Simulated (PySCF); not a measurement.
Gallium: a sound run and one with changed settings

Sound run: Ga [Ar] 3d10 4s2 4p1, Ga⁺ [Ar] 3d10 4s2. All numbers are calculated (PySCF 2.14, scalar relativity through the core potential, in cc-pVTZ-PP with ECP10MDF (5s4p3d1f, 39 functions)). The sound run starts from symmetry-adapted Hartree-Fock orbitals and uses a fine grid where one is needed.

Changed run: initial guess atom, at most 5 SCF cycles. This setting is unsound on purpose.

```tsv
species	method	sound run (hartree)	changed run (hartree)	converged
Ga	UHF	-258.30203	-258.30202	no
Ga	B3LYP	-259.50352	-259.50352	no
Ga	BP86	-259.58761	-259.58761	no
Ga⁺	UHF	-258.09872	-258.09872	no
Ga⁺	B3LYP	-259.28457	-259.28457	no
Ga⁺	BP86	-259.36572	-259.36572	no
```

The SCF was stopped early; the energies are upper bounds that still move, and correlated levels were skipped or rest on poor orbitals.
